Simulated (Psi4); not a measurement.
C₂H₆NO, charge +1, singlet, at a GFN2-xTB geometry. Base run: Psi4 with CCSD(T)/cc-pVDZ.

Here is a job for Psi4.
```
memory 2 GB

molecule {
1 1
  O     0.31859723    1.28234604    0.05551789
  C     0.04598869    0.03047976   -0.00554695
  N     0.97130854   -0.89086621   -0.03924743
  C    -1.38335363   -0.33003445   -0.02103909
  H     0.72828983   -1.87241852   -0.08436555
  H    -1.96037592    0.45421182   -0.50831116
  H    -1.56360514   -1.28823039   -0.49966096
  H    -1.74648276   -0.38863017    1.00821425
  H     1.96303337   -0.67815473   -0.01499862
  H     1.25539266    1.54784533    0.08922707
}

set basis cc-pvdz
set freeze_core true

energy('ccsd(t)')
print_variables()
```

Each row names what was changed in the base input (with any setting that the change needs).

```
change                ΔE vs base (mEh)  MP2 correlation (Eh)  basis functions  core-seconds (rough)
--------------------  ----------------  --------------------  ---------------  --------------------
base                             0.000              -0.61469               86                    50
method = dlpno-mp2              56.320              -0.61443               86                     3
method = fno-ccsd(t)             0.000              -0.61469               86                    30
method = ccsd                        ?              -0.61469               86                    30
method = mp3                         ?              -0.61454               86                     4
method = qcisd(t)               -0.567              -0.61469               86                    20
method = mp2                    56.208              -0.61454               86                     3
method = mp4                     0.053              -0.61469               86                    20
```

Question: What belongs in the gaps?

Answer: 
- method = ccsd, ΔE vs base (mEh): 18.885
- method = mp3, ΔE vs base (mEh): 27.452
